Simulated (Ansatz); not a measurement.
Born–Oppenheimer molecular dynamics of C$_{3}$H$_{7}$NSSi (13 atoms, charge 0, multiplicity 1). It starts at the highest image of a converged band. Of that band: Neighbouring images differ by up to 1.9 eV, so the band resolves the path poorly. A vibrational analysis at the climbing image gives one clearly imaginary mode, 1486i cm⁻¹: a first-order saddle point.

Computed with Ansatz 0.2.0, RKS B3LYP-D4/def2-SVP.

- ensemble: NVE (velocity Verlet)
- time step: 0.5 fs
- steps asked: 158
- starting velocities drawn for: 100 K
- seed: 5044

Frames 1 fs apart, positions in Å.

Velocities at 60.0 fs (Å/ps):

```
C 1.95 -1.32 0.25
N -8.05 8.67 8.21
Si 3.83 -4.10 -1.12
C 4.52 1.97 2.27
C 0.24 4.40 -4.17
S -2.85 -2.21 1.62
H 6.82 23.09 25.85
H 35.56 -27.56 -26.58
H -13.27 29.53 -110.57
H -20.93 -20.33 -5.67
H 6.53 4.03 2.87
H 3.17 -2.76 -3.31
H -2.06 -2.18 2.81
```

```xyz
13
Properties=species:S:1:pos:R:3 time_fs=60.0 energy_less_start_eV=-1.081 T=860
C -0.033 -2.640 0.766
N 0.072 -1.671 0.016
Si 0.953 -0.166 -0.115
C -0.165 1.194 -1.032
C -0.166 2.200 0.136
S 0.846 1.283 1.477
H 0.700 -2.973 1.518
H -0.947 -3.276 0.729
H 1.512 -0.863 -1.223
H 0.208 1.643 -1.968
H -1.152 0.741 -1.257
H -1.142 2.481 0.571
H 0.398 3.100 -0.110
13
Properties=species:S:1:pos:R:3 time_fs=61.0 energy_less_start_eV=-1.210 T=949
C -0.032 -2.642 0.767
N 0.064 -1.661 0.025
Si 0.956 -0.170 -0.117
C -0.160 1.195 -1.030
C -0.166 2.205 0.132
S 0.843 1.280 1.479
H 0.707 -2.949 1.546
H -0.910 -3.305 0.701
H 1.510 -0.832 -1.338
H 0.188 1.623 -1.973
H -1.145 0.746 -1.253
H -1.138 2.477 0.568
H 0.397 3.099 -0.107
13
Properties=species:S:1:pos:R:3 time_fs=62.0 energy_less_start_eV=-1.235 T=967
C -0.030 -2.645 0.768
N 0.056 -1.650 0.033
Si 0.959 -0.174 -0.119
C -0.156 1.196 -1.026
C -0.165 2.208 0.128
S 0.840 1.278 1.480
H 0.713 -2.922 1.575
H -0.874 -3.338 0.670
H 1.527 -0.797 -1.453
H 0.171 1.602 -1.980
H -1.138 0.752 -1.247
H -1.135 2.473 0.564
H 0.397 3.104 -0.104
13
Properties=species:S:1:pos:R:3 time_fs=63.0 energy_less_start_eV=-1.175 T=926
C -0.028 -2.650 0.771
N 0.047 -1.638 0.042
Si 0.961 -0.178 -0.123
C -0.151 1.197 -1.022
C -0.164 2.211 0.124
S 0.838 1.276 1.482
H 0.714 -2.894 1.601
H -0.838 -3.376 0.638
H 1.556 -0.756 -1.558
H 0.160 1.584 -1.990
H -1.133 0.758 -1.239
H -1.132 2.469 0.560
H 0.398 3.114 -0.102
13
Properties=species:S:1:pos:R:3 time_fs=64.0 energy_less_start_eV=-1.082 T=861
C -0.025 -2.655 0.774
N 0.039 -1.626 0.051
Si 0.962 -0.182 -0.128
C -0.147 1.196 -1.018
C -0.163 2.214 0.121
S 0.835 1.274 1.484
H 0.709 -2.865 1.622
H -0.804 -3.417 0.605
H 1.592 -0.710 -1.645
H 0.153 1.568 -2.002
H -1.131 0.764 -1.229
H -1.132 2.466 0.556
H 0.401 3.127 -0.100
13
Properties=species:S:1:pos:R:3 time_fs=65.0 energy_less_start_eV=-0.987 T=794
C -0.022 -2.659 0.778
N 0.030 -1.614 0.061
Si 0.963 -0.185 -0.134
C -0.143 1.195 -1.012
C -0.161 2.216 0.119
S 0.833 1.272 1.485
H 0.697 -2.835 1.639
H -0.770 -3.460 0.572
H 1.635 -0.659 -1.713
H 0.152 1.555 -2.014
H -1.132 0.768 -1.216
H -1.134 2.463 0.553
H 0.404 3.142 -0.097
13
Properties=species:S:1:pos:R:3 time_fs=66.0 energy_less_start_eV=-0.899 T=733
C -0.019 -2.664 0.783
N 0.021 -1.603 0.071
Si 0.963 -0.189 -0.142
C -0.139 1.194 -1.007
C -0.158 2.219 0.117
S 0.830 1.270 1.487
H 0.680 -2.806 1.650
H -0.734 -3.500 0.540
H 1.681 -0.606 -1.758
H 0.155 1.544 -2.023
H -1.136 0.771 -1.200
H -1.137 2.460 0.550
H 0.405 3.155 -0.094
13
Properties=species:S:1:pos:R:3 time_fs=67.0 energy_less_start_eV=-0.836 T=689
C -0.015 -2.667 0.787
N 0.013 -1.593 0.082
Si 0.963 -0.192 -0.150
C -0.135 1.191 -1.002
C -0.154 2.221 0.115
S 0.828 1.269 1.488
H 0.658 -2.780 1.659
H -0.695 -3.534 0.511
H 1.729 -0.551 -1.780
H 0.161 1.534 -2.027
H -1.142 0.773 -1.182
H -1.142 2.458 0.547
H 0.403 3.165 -0.091
13
Properties=species:S:1:pos:R:3 time_fs=68.0 energy_less_start_eV=-0.823 T=679
C -0.011 -2.670 0.790
N 0.004 -1.585 0.092
Si 0.962 -0.194 -0.161
C -0.131 1.188 -0.998
C -0.149 2.224 0.114
S 0.826 1.267 1.489
H 0.635 -2.758 1.668
H -0.652 -3.561 0.485
H 1.778 -0.497 -1.777
H 0.170 1.524 -2.024
H -1.149 0.775 -1.163
H -1.145 2.455 0.542
H 0.398 3.171 -0.086
13
Properties=species:S:1:pos:R:3 time_fs=69.0 energy_less_start_eV=-0.875 T=716
C -0.007 -2.672 0.791
N -0.004 -1.579 0.104
Si 0.961 -0.196 -0.172
C -0.128 1.185 -0.994
C -0.144 2.226 0.114
S 0.824 1.265 1.490
H 0.613 -2.740 1.681
H -0.606 -3.579 0.464
H 1.825 -0.445 -1.749
H 0.179 1.516 -2.014
H -1.153 0.776 -1.141
H -1.145 2.453 0.536
H 0.391 3.173 -0.082
13
Properties=species:S:1:pos:R:3 time_fs=70.0 energy_less_start_eV=-0.987 T=794
C -0.003 -2.672 0.792
N -0.013 -1.575 0.115
Si 0.960 -0.197 -0.184
C -0.125 1.181 -0.990
C -0.139 2.229 0.114
S 0.822 1.264 1.492
H 0.594 -2.728 1.699
H -0.558 -3.588 0.448
H 1.872 -0.395 -1.697
H 0.191 1.509 -1.999
H -1.156 0.778 -1.120
H -1.143 2.450 0.528
H 0.384 3.173 -0.077
13
Properties=species:S:1:pos:R:3 time_fs=71.0 energy_less_start_eV=-1.139 T=901
C 0.000 -2.671 0.792
N -0.021 -1.573 0.127
Si 0.959 -0.197 -0.197
C -0.123 1.177 -0.987
C -0.134 2.231 0.116
S 0.820 1.262 1.492
H 0.578 -2.721 1.723
H -0.510 -3.591 0.435
H 1.915 -0.349 -1.621
H 0.203 1.503 -1.981
H -1.155 0.781 -1.099
H -1.138 2.448 0.519
H 0.378 3.173 -0.074
```

Of the whole run (79 fs, mean temperature of the second half 935 K): The conserved energy stayed within 0.28 meV per atom of its start (net change -0.15 meV per atom), so the integration is sound. The system heated up, since it started high on the potential surface and ran downhill. A run of 0.079 ps of so small a system gives no equilibrium averages. The orbitals stay closed-shell, which can raise the energy where a bond breaks towards radicals; this wasn't checked here.

The run took 19 min on 2 threads of Arm Neoverse N1, on a shared host, peak memory 0.32 GiB.
